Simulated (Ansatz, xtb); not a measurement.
## CH3B2ClF+: where a starting geometry ends

The starting geometry of this gas-phase singlet was built from a drawn formula by distance geometry and a force field; its bonds are those of `[BH+][C@H](Cl)BF`.

```xyz
8

C    -2.1301    2.2176   -0.0229
B    -1.6550    3.1119   -1.1533
B    -1.7977    0.6088   -0.1004
Cl   -1.4486    2.8883    1.4381
F    -0.9963    0.1373   -1.1985
H    -1.2925    3.4119   -1.9265
H    -3.2379    2.3196   -0.0123
H    -2.1548   -0.1176    0.7472
```

Problem. Predict what it relaxes into with r2SCAN-D4/def2-SVP.

Solution. A new bond forms, giving a structure with Cl4 bridging C1 and B2, given below by its coordinates. Distances that change by over a tenth: C1–Cl4 (1.75 → 2.04 Å), B2–H6 (0.91 → 1.19 Å). Contacts that close: B2–Cl4 (2.61 → 1.81 Å).

The energy falls by 3.29 eV over 17 steps:

| step | E − E(last) (eV) |
| --- | --- |
| 1 | 3.287 |
| 3 | 0.819 |
| 5 | 0.328 |
| 6 | 0.204 |
| 8 | 0.113 |
| 10 | 0.047 |
| 12 | 0.012 |
| 13 | 0.002 |
| 15 | 0.000 |
| 17 | 0.000 |

Final geometry (Å):

```yaml
atoms:
  - { symbol: C, position_ang: [-2.2926, 1.9616, -0.3715] }
  - { symbol: B, position_ang: [-1.4514, 3.1647, -0.6986] }
  - { symbol: B, position_ang: [-1.7800, 0.4567, -0.1241] }
  - { symbol: Cl, position_ang: [-1.6830, 3.2460, 1.0920] }
  - { symbol: F, position_ang: [-2.1264, -0.3539, -1.0792] }
  - { symbol: H, position_ang: [-0.8507, 3.8693, -1.4418] }
  - { symbol: H, position_ang: [-3.3884, 2.0931, -0.4445] }
  - { symbol: H, position_ang: [-1.1405, 0.1402, 0.8392] }
```

From the same start GFN2-xTB reaches the same bonding as this run.

No frequencies were run, so the end isn't proven a minimum. Run with Ansatz 0.2.0, 2.3 min on 1 thread of AMD EPYC (Zen 3), on a shared host.
